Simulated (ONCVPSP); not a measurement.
# Reading a pseudo-wave (oxygen (O))

Columns: radius, all-electron u(r) and pseudo u(r) of the 2p shell (level -9.03 eV) of oxygen in the configuration [He] 2s2 2p4; PBE, scalar-relativistic, ONCV scheme, ONCVPSP 4.0.1.

```tsv
r (bohr)	all-electron	pseudo
0.062	0.0459	0.0177
0.125	0.1474	0.0702
0.188	0.2674	0.1522
0.250	0.3844	0.2543
0.312	0.4910	0.3687
0.375	0.5846	0.4877
0.438	0.6622	0.6005
0.500	0.7236	0.6980
0.562	0.7710	0.7775
0.625	0.8059	0.8368
0.688	0.8289	0.8745
0.750	0.8416	0.8922
0.812	0.8460	0.8938
0.875	0.8435	0.8828
0.938	0.8352	0.8635
1.000	0.8225	0.8400
1.062	0.8063	0.8150
1.125	0.7870	0.7900
1.188	0.7657	0.7661
1.250	0.7432	0.7432
1.312	0.7197	0.7197
1.375	0.6951	0.6951
1.438	0.6702	0.6702
1.500	0.6456	0.6456
1.562	0.6211	0.6210
1.625	0.5964	0.5964
```

(1) How many radial nodes do the two functions have?

(2) At about which radius was the pseudo-wave matched?

(3) Is the pseudo-wave norm-conserving?

## Answers

(1) The all-electron 2p function has n − l − 1 = 0; the pseudo-wave has 0.

(2) 1.25 bohr, where the columns begin to agree (steps of 0.06 bohr).

(3) Yes: the ONCV scheme keeps the norm inside the radius equal to the all-electron one, which fixes the energy derivative of the logarithmic derivative at the level.
